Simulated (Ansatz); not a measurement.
Start from `[NH2][Cd][Br]` and change one element to get `[NH2][Cd][Cl]`.

Ansatz, PBE0-D4/def2-TZVP geometries, multiplicity 1. Each molecule was computed in one conformer, which needn't be the lowest.

Elements past krypton have def2 core potentials. Scalar relativity is left out up to krypton.

```json
{"property": "HOMO energy (PBE/def2-TZVPP) / eV", "`[NH2][Cd][Br]`": "-6.04"}
{"property": "HOMO–LUMO gap (PBE0/def2-TZVPP) / eV", "`[NH2][Cd][Br]`": "5.93"}
{"property": "HOMO energy (PBE0/def2-TZVPP) / eV", "`[NH2][Cd][Br]`": "-7.35"}
{"property": "ideal-gas entropy at 298 K and 1 bar (rigid rotor, harmonic PBE0-D4/def2-TZVP) / J/(mol·K)", "`[NH2][Cd][Br]`": "316"}
{"property": "HOMO–LUMO gap (ωB97M-V/def2-TZVPP) / eV", "`[NH2][Cd][Br]`": "9.91"}
{"property": "HOMO–LUMO gap (B3LYP/def2-TZVPP) / eV", "`[NH2][Cd][Br]`": "5.38"}
```

Task: Give the same properties after the change, and the shifts. (An estimate is asked.)

Result: Computed: 
```csv
property,`[NH2][Cd][Cl]`,shift
HOMO energy (PBE/def2-TZVPP) / eV,-6.08,-0.04
HOMO–LUMO gap (PBE0/def2-TZVPP) / eV,6.06,0.13
HOMO energy (PBE0/def2-TZVPP) / eV,-7.39,-0.04
"ideal-gas entropy at 298 K and 1 bar (rigid rotor, harmonic PBE0-D4/def2-TZVP) / J/(mol·K)",305,-11
HOMO–LUMO gap (ωB97M-V/def2-TZVPP) / eV,10.04,0.13
HOMO–LUMO gap (B3LYP/def2-TZVPP) / eV,5.51,0.13
```

B3LYP here is the variant with VWN-RPA as its local correlation; programs differ in this.

Spin–orbit coupling is left out; it splits and shifts lone-pair levels of the heavy atoms by tenths of an eV.
